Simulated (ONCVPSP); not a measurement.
## Potentials for Zr (Z = 40) compared

Generated with ld1.x 7.5 (TM, RRKJ, ultrasoft, PAW), atompaw 4.2 or ONCVPSP 4.0.1. The cutoff is in Ry: for ld1.x and atompaw files where the sum of valence levels is converged to 10 mRy in a Bessel basis, for ONCV files where the hardest occupied wave has 1 mHa per electron of residual kinetic energy. The error is the largest all-electron minus pseudo excitation energy over each file’s own four to seven test configurations (ionisations up to +4, promotions, holes and added fractions of an electron), all of which were solved. The labels leave out finer settings (local radius, basis sizes, second energies), which also bear on the numbers. Spin-polarised tests are not counted. The rows are a selection from randomly drawn settings: files with unsolved tests, undetermined cutoffs or missed reference levels are left out.

A true bound ghost makes a file unfit for plane-wave use even where its test errors are small: the radial tests pick states by their node count and pass the ghost by.

| potential | cutoff (Ry) | largest error (meV) | bound ghosts |
| --- | --- | --- | --- |
| ONCV, LDA (Perdew-Wang 92), scalar-relativistic, rc 1.90/1.40/2.20 (spd), local smoothed, core correction yes, reference 4s2 4p6 4d2 5s1.5, qcut 7.4/6.4/7.3, projectors 2/2/2 | 42 | +25 | none |
| ONCV, PBEsol, scalar-relativistic, rc 2.35/1.90/2.25 (spd), local smoothed, core correction yes, reference 4s2 4p6 4d2 5s2, qcut 4.3/5.9/8.1, projectors 2/2/3 | 31 | -11 | none |
| ONCV, PBE, fully relativistic, rc 1.80/2.30/2.30 (spd), local smoothed, core correction no, reference 4s2 4p6 4d2 5s1 5p1, qcut 5.1/5.5/8.1, projectors 3/2/2 | 29 | -1.6 | none |
| ONCV, PBE, scalar-relativistic, rc 2.20/1.75/2.80 (spd), local smoothed, core correction no, reference 4s2 4p6 4d2 5s2, qcut 6.1/7.9/5, projectors 2/2/3 | 36 | +27 | none |
| ONCV, PBEsol, fully relativistic, rc 1.80/2.25/2.70 (spd), local smoothed, core correction no, reference 4s2 4p6 4d2 5s1.5 5p0.5, qcut 7.2/7/5.3, projectors 2/2/2 | 39 | +0.7 | none |
| ONCV, PBE, scalar-relativistic, rc 1.65/1.90/2.65 (spd), local smoothed, core correction no, reference 4s2 4p6 4d2 5s2, qcut 5.6/8.7/5.9, projectors 2/2/2 | 36 | -52 | none |
| ONCV, PBE, non-relativistic, rc 2.20/2.30/1.95 (spd), local d, core correction yes, reference 4s2 4p6 4d2 5s1, qcut 7/5.5/5.4, projectors 2/1/0 | 29 | +57 | none |

Problem. Fill in the row for Zr: ONCV, PBE, scalar-relativistic, rc 3.35/3.55/1.95 (spd), local smoothed, core correction yes, reference 4d2 5s2, qcut 2.1/2.3/5.9, projectors 2/1/2.

Solution. cutoff 26 Ry, largest error -691 meV, bound ghosts: s, p, d.

Problem. Fill in the row for Zr: ONCV, PBEsol, scalar-relativistic, rc 2.20/1.30/2.60 (spd), local smoothed, core correction yes, reference 4s2 4p6 4d2 5s2, qcut 3.6/7.6/4.8, projectors 2/1/1.

Solution. cutoff 51 Ry, largest error +32 meV, bound ghosts: none.
